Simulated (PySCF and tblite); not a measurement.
The numbers below are computed, except where a source is named.
C₁₀H₁₄, numbered as in [CH:1]#[C:2][C@H:3]1[CH2:4][C@@H:5]2[CH2:6][CH2:7][CH2:8][CH2:9][C@H:10]12.

Level: CAM-B3LYP-D3(BJ)/pcSseg-1 (IEF-PCM, acetone)//GFN2-xTB, thermal terms from GFN2-xTB, symmetry numbers and mirror pairs counted. Conformers within 3 kcal/mol (GFN2-xTB free energy) were kept, 7 at most. GIAO shieldings: CAM-B3LYP/pcSseg-1 (IEF-PCM, acetone). Shifts are against TMS (¹H), TMS (¹³C) at the same level; of two unlike H on one atom, a is the less shielded. Run with PySCF (density fitting) and tblite.

(1) Predict the averaged NMR shifts at 298.15 K.

(2) How do the conformers differ?

(3) Which signal moves most, for its nucleus, between 250 and 373.15 K through the change of populations alone?

GFN2-xTB leaves a saturated small ring flat here that puckers in reality. Shifts are unscaled: against experiment ¹³C can be off by 15 ppm or more and ¹H by 0.8 ppm.

Answers

(1) ¹H: 2.77 (H3, 1H), 2.32 (H10, 1H), 2.17 (H5, 1H), 2.03 (H4a, 1H), 1.94 (H6a, 1H), 1.94 (H1, 1H), 1.78 (H4b, 1H), 1.60 (H9a, 1H), 1.56 (H8a, 1H), 1.56 (H7a, 1H), 1.52 (H9b, 1H), 1.35 (H8b, 1H), 1.17 (H6b, 1H), 1.04 (H7b, 1H) ppm. ¹³C: 98.1 (C2), 77.0 (C1), 44.0 (C10), 36.3 (C4), 34.8 (C6), 31.7 (C5), 30.7 (C9), 27.6 (C7), 26.2 (C8), 24.6 (C3) ppm.

(2) The 4-ring runs over atoms 3–4–5–10. The 6-ring runs over atoms 5–6–7–8–9–10.
```csv
conformer,shape,weight %
1,"4-ring puckered (ring torsions -18, 18, -18, 18°); 6-ring chair (C3 axial)",88.8
2,"4-ring puckered (ring torsions 18, -18, 18, -18°); 6-ring chair (C4 axial)",9.7
3,"4-ring puckered (ring torsions -10, 10, -10, 10°); 6-ring between boat and twist-boat (ring torsions 40, 20, -64, 44, 15, -59°)",0.8
4,"4-ring flat; 6-ring between boat and twist-boat (ring torsions 63, -18, -42, 58, -13, -46°)",0.3
5,"4-ring flat; 6-ring between boat and twist-boat (ring torsions -34, -21, 60, -42, -12, 52°)",0.2
```

Not shown: 1 more, 0.1 % in all.

| signal | 1 | 2 | 3 | 4 | 5 | average |
| --- | --- | --- | --- | --- | --- | --- |
| H1 | 1.94 | 1.95 | 2.05 | 2.05 | 2.04 | 1.94 |
| H3 | 2.83 | 2.29 | 2.66 | 2.40 | 2.63 | 2.77 |
| H4a | 2.06 | 1.79 | 2.18 | 2.20 | 1.98 | 2.03 |
| H4b | 1.72 | 2.31 | 1.89 | 2.13 | 2.26 | 1.78 |
| H5 | 2.10 | 2.84 | 2.01 | 2.52 | 2.73 | 2.17 |
| H6a | 2.01 | 1.45 | 1.52 | 1.56 | 1.58 | 1.94 |
| H6b | 1.14 | 1.46 | 1.38 | 1.19 | 1.42 | 1.17 |
| H7a | 1.58 | 1.33 | 1.67 | 1.63 | 1.78 | 1.56 |
| H7b | 0.98 | 1.60 | 1.50 | 1.08 | 1.66 | 1.04 |
| H8a | 1.63 | 0.97 | 1.07 | 1.50 | 1.62 | 1.56 |
| H8b | 1.32 | 1.58 | 1.62 | 1.68 | 1.65 | 1.35 |
| H9a | 1.64 | 1.22 | 1.29 | 1.46 | 1.43 | 1.60 |
| H9b | 1.46 | 2.10 | 1.72 | 1.64 | 1.69 | 1.52 |
| H10 | 2.34 | 2.13 | 2.29 | 2.02 | 2.32 | 2.32 |
| C1 | 77.1 | 76.5 | 78.0 | 77.5 | 77.4 | 77.0 |
| C2 | 98.0 | 99.2 | 98.4 | 99.2 | 99.9 | 98.1 |
| C3 | 24.1 | 29.2 | 29.3 | 28.1 | 24.0 | 24.6 |
| C4 | 36.9 | 31.0 | 35.4 | 35.9 | 30.5 | 36.3 |
| C5 | 31.6 | 32.6 | 30.4 | 32.5 | 30.5 | 31.7 |
| C6 | 35.3 | 31.0 | 27.9 | 29.0 | 24.7 | 34.8 |
| C7 | 27.9 | 25.7 | 22.8 | 22.2 | 19.6 | 27.6 |
| C8 | 26.1 | 27.6 | 22.1 | 22.3 | 19.0 | 26.2 |
| C9 | 30.3 | 34.1 | 28.3 | 27.2 | 27.4 | 30.7 |
| C10 | 44.1 | 42.7 | 44.5 | 42.2 | 42.6 | 44.0 |

(3) H5: 2.15 ppm at 250 K, 2.16 ppm at 273.15 K, 2.17 ppm at 298.15 K, 2.18 ppm at 323.15 K, 2.21 ppm at 373.15 K.
